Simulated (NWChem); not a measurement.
A series in which one site is exchanged, each optimised at PBE0/def2-SVP with NWChem, gas phase unless a solvent is named. All stand in one matching conformer (torsions within 35°), which need not be the lowest. This build's default masses of Se (78.918 u) and Br (79.917 u) are each other's, which moves their modes by up to 0.6 %.

A: F[SiH](O)F (SiH2OF2; site = F)
B: O[SiH](F)Cl (SiH2OClF; site = Cl)
C: [SiH](O)(Br)F (SiH2OBrF; site = Br)
D: [SiH2](O)F (SiH3OF; site = H)

Values for A:

```
Item                                                 Value
---------------------------------------------------  -----
dipole (D), PBE0/def2-SVP                             1.23
orbital gap (eV), PBE0/def2-SVP                      11.22
lowest singlet excitation, PBE0/def2-SVPD, TDA (eV)   8.86
```

Problem. How do these values change for the other members?

Solution. 
```
change from A                                            B      C      D
---------------------------------------------------  -----  -----  -----
dipole (D), PBE0/def2-SVP                            -0.03  -0.02  +0.44
orbital gap (eV), PBE0/def2-SVP                      -0.80  -1.65  -0.96
lowest singlet excitation, PBE0/def2-SVPD, TDA (eV)  -0.49  -1.33  -0.89
```
